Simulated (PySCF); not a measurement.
State search for NaBi

Unrestricted PBE0; PySCF, scalar-relativistic core potentials, basis sets Na def2-SVPD, Bi def2-SVPD with ECP60. Outer shells of the fragments: Na 3s1; Bi 5d10 6s2 6p3.

Followed along the bond (rough minima from three points):

```json
{"2Ms+1": "3", "unpaired": "π ↑↑", "⟨S²⟩ at the start": "2.04", "R at minimum (Å)": "3.00", "Te (eV)": "0.00"}
{"2Ms+1": "1", "unpaired": "π ↑↓", "⟨S²⟩ at the start": "1.00", "R at minimum (Å)": "2.98", "Te (eV)": "0.33"}
{"2Ms+1": "1", "unpaired": "none", "⟨S²⟩ at the start": "0.00", "R at minimum (Å)": "2.97", "Te (eV)": "1.18"}
{"2Ms+1": "1", "unpaired": "σ ↓, π ↑", "⟨S²⟩ at the start": "1.01", "R at minimum (Å)": "2.93", "Te (eV)": "1.20"}
{"2Ms+1": "3", "unpaired": "σ ↑, π ↑", "⟨S²⟩ at the start": "2.00", "R at minimum (Å)": "none in the scan", "Te (eV)": "≤ 0.92"}
```

Solutions found at the starting distance of 3.035 Å, counted from the lowest of them; the search is not exhaustive and high or unbound solutions are not listed, so other states can lie among these:

| 2Ms+1 | unpaired | term | E (eV) | ⟨S²⟩ | ⟨Lz²⟩ | μ (D) |
| --- | --- | --- | --- | --- | --- | --- |
| 3 | π ↑↑ | ³Σ⁻ | 0.00 | 2.04 | 0.00 | -6.22 |
| 1 | π ↑↓ | mixed | 0.33 | 1.00 | 2.01 | -6.49 |
| 3 | σ ↑, π ↑ | ³Π | 0.94 | 2.00 | 1.01 | -7.97 |
| 1 | none | mixed | 1.18 | 0.00 | 2.00 | -6.43 |
| 1 | σ ↓, π ↑ | mixed | 1.21 | 1.01 | 1.01 | -7.73 |
| 5 | σ ↑↑, π ↑↑ | ⁵Σ⁻ | 1.57 | 6.00 | 0.00 | 3.18 |
| 3 | σ ↑↑, π ↑↓ | mixed | 2.26 | 3.01 | 2.01 | 3.28 |
| 1 | σ ↓↓, π ↑↑ | mixed | 2.27 | 2.01 | 0.00 | 3.44 |
| 3 | σ ↑, π ↑ | ³Π | 2.72 | 2.00 | 1.00 | 3.77 |
| 1 | σ ↓, π ↑ | mixed | 2.75 | 1.00 | 1.00 | 3.98 |

A term symbol is given only where ⟨S²⟩ and ⟨Lz²⟩ are close to those of a pure state; real π, δ and φ orbitals otherwise mix terms. A positive dipole means Na(−)Bi(+).

Spin–orbit coupling is left out, which matters for elements this heavy, above all for dissociation energies. Counting both spins, an empty level lies below a filled one in some of these solutions, because spin and occupation are held.
